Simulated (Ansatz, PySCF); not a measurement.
Process, species as SMILES: F[C]F → F[C]F as doublet, charge +1 + e-
Each molecule is optimised on its own at B3LYP-D3(BJ)/def2-TZVP (Ansatz, a quantum-chemistry and plane-wave program). Unstable Hartree-Fock reference: F[C]F.
Geometry of the first species:
```
C
F 1 1.3036
F 1 1.3036 2 104.75
```
Charge 0, spin multiplicity 1.

Property: adiabatic ionisation energy (0 K, with B3LYP-D3(BJ) harmonic zero-point energies from PySCF), in eV. Correlated levels leave the core frozen unless marked. UHF or UKS for open shells. No spin-orbit coupling. No relativistic terms. CBS(X,Y): correlation extrapolated as X^-3; Hartree-Fock from the larger set.

| level | program | adiabatic ionisation energy (eV) |
|---|---|---|
| B3LYP-D4/def2-TZVPD | Ansatz + dftd4 | 11.36 |

Q: Estimate the value at CCSD(T)/CBS(cc-pVTZ,cc-pVQZ) as computed with Ansatz.

A: 11.44 eV, so B3LYP-D4/def2-TZVPD differs from it by -0.08 eV.
